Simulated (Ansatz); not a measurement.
BF2I (`FB(F)I`), relaxed with RKS PBE-D4/def2-SVP in the Gaussian-basis code of Ansatz from a rough embedded geometry. The force threshold is 0.03 eV/Å; the program also tests the step.

The species carries charge 0 and has multiplicity 1. I: def2 effective core potential.

Start:

```xyz
4

F     0.869   -0.091   -1.328
B    -0.063   -0.116   -0.151
F    -1.264   -0.954   -0.152
I     0.458    1.161    1.632
```

(1) By how much does the energy fall, and how many steps does the optimiser take? (Estimate.)

(2) Which bonds change most? (An estimate is asked.)

(3) Give the relaxed structure. (Best estimate.)

Results:

(1) The calculation gave: 101.82 kJ/mol, in 4 steps.

(2) Computed: F1–B2 from 1.501 to 1.322 Å; B2–F3 from 1.465 to 1.322 Å; B2–I4 from 2.254 to 2.137 Å.

(3) Ansatz gave: 
```xyz
4

F     0.751   -0.114   -1.215
B    -0.043   -0.113   -0.159
F    -1.128   -0.868   -0.168
I     0.420    1.096    1.542
```
